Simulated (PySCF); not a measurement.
**Static response to an electric field**

(NaOH)2 ring, H₂Na₂O₂.
Structure used (PBE0-D3(BJ)/def2-SVP), in Å, numbered top down from 1:
```xyz
6
H2Na2O2 angstrom
Na     0.666   -0.965   -0.756
O      1.379    0.557    0.504
Na    -0.666    0.962    0.759
O     -1.379   -0.560   -0.500
H      2.219    0.911    0.799
H     -2.219   -0.904   -0.806
```

Level: wB97X-D/def2-SVPD (PySCF), static field, nuclei fixed, core orbitals frozen in the response. The polarisability tensor in these axes (au):

```
x   32.72 -1.71 -1.41
y   -1.71 35.22  0.48
z   -1.41  0.48 34.90
```

Question: Give the principal values, the mean and the anisotropy Δα = √{½[(α1 − α2)² + (α2 − α3)² + (α1 − α3)²]}.

Answer: Principal values 31.50, 34.56 and 36.77 au; mean 34.28 au = 5.08 Å³ = 5.65 × 10⁻⁴⁰ C²·m²/J; Δα = 4.58 au (13 % of the mean).

Question: What is the dipole moment?

Answer: 0.02 D; point group D2h allows none, and the residue is numerical.

Question: What depolarisation ratio follows for Rayleigh scattering of linearly polarised light, taking the static tensor?

Answer: ρ = 3Δα²/(45ᾱ² + 4Δα²) = 63.0/(52876 + 84.0) = 0.00119.

Question: Find the Langevin capture rate constant for NO+ (29.998 u) meeting this molecule (79.985 u), k = 2.342 × 10⁻⁹ cm³/s × √(α in Å³ / reduced mass in u).

Answer: The reduced mass is 21.82 u, so k = 1.13 × 10⁻⁹ cm³/s.

Question: Along which axes do the principal values lie, and how far do the nuclei extend along each?

Answer: Largest value along (-0.48, 0.69, 0.54), where the nuclei span 2.79 Å; middle along (-0.02, -0.62, 0.78), 0.04 Å; least along (0.88, 0.36, 0.31), 5.06 Å. The strongest response doesn't lie along the longest of the three spans.

Question: What molar refraction does this α imply?

Answer: Lorentz–Lorenz: R = (4π/3)N_A α = 2.5225 cm³/(mol·Å³) × 5.08 Å³ = 12.8 cm³/mol, in the limit of long wavelengths.

Isolated species at its PBE0-D3(BJ)/def2-SVP geometry (one conformer only).
